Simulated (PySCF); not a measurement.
A structure optimised at B3LYP-D3(BJ)/def2-SVP, used in a PySCF frequency run:

```xyz
14

C      2.4539     1.5917     0.6361
C      1.8654     0.5538     0.4138
C      1.0812    -0.6394     0.1416
Si    -0.7946    -0.2756     0.1721
N     -1.8089    -1.5848    -0.3079
N     -0.9905     1.0012    -0.9747
H      2.9973     2.4942     0.8397
H      1.3350    -1.0525    -0.8509
H      1.2981    -1.4282     0.8832
H     -1.1625    -0.0165     1.5984
H     -1.7988    -1.9560    -1.2520
H     -2.1780    -2.2479     0.3640
H     -1.9094     1.4035    -1.1335
H     -0.2645     1.7107    -1.0287
```

**Question.** Write its SMILES and formula.

**Answer.** C#CC[SiH](N)N, C₃H₈N₂Si

**Question.** What are its rotational constants (standard atomic weights)?

**Answer.** 5.9511, 1.6526, 1.3963 GHz
